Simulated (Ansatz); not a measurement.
Molecule (SMILES): F[BH] (BH-F), doublet.
Atoms: B1, F2, H3. Bonds: B1-F2, B1-H3.

Basis-set convergence of the optimised B1-H3 bond length at HF with Ansatz (a first-principles code). All functions are spherical. The program fits the integrals of some runs and decomposes those of others, by size. Core-valence sets carry the plain set on hydrogen. Open shells are unrestricted. No added dispersion term, no relativity. Reference: the value in aug-pcseg-3, 1.1933 Å, itself unsure by roughly 0.0003 Å (its mean distance from aug-cc-pVQZ, def2-QZVPPD, pcseg-3). Deviations are taken from unrounded values.

```json
[
 {"basis": "cc-pVDZ", "functions": "33", "optimised B1-H3 bond length (Å)": "1.2027", "minus reference (Å)": "0.0094"},
 {"basis": "aug-cc-pVDZ", "functions": "55", "optimised B1-H3 bond length (Å)": "1.2007", "minus reference (Å)": "0.0075"},
 {"basis": "cc-pVTZ", "functions": "74", "optimised B1-H3 bond length (Å)": "1.1940", "minus reference (Å)": "0.0007"},
 {"basis": "jun-cc-pV(T+d)Z", "functions": "92", "optimised B1-H3 bond length (Å)": "1.1937", "minus reference (Å)": "0.0004"},
 {"basis": "cc-pCVTZ", "functions": "100", "optimised B1-H3 bond length (Å)": "1.1944", "minus reference (Å)": "0.0011"},
 {"basis": "aug-cc-pVTZ", "functions": "115", "optimised B1-H3 bond length (Å)": "1.1939", "minus reference (Å)": "0.0006"},
 {"basis": "cc-pVQZ", "functions": "140", "optimised B1-H3 bond length (Å)": "1.1938", "minus reference (Å)": "0.0005"},
 {"basis": "aug-cc-pVQZ", "functions": "206", "optimised B1-H3 bond length (Å)": "1.1937", "minus reference (Å)": "0.0004"}
]
```

The smallest set listed that lies within 0.003 Å of the reference with all its larger relatives (same family, alike in diffuse functions; a set with none counts only in the reference's own line) is cc-pVTZ (74 functions, 0.0007 Å off). Inside, with no larger relative to test it: cc-pCVTZ.
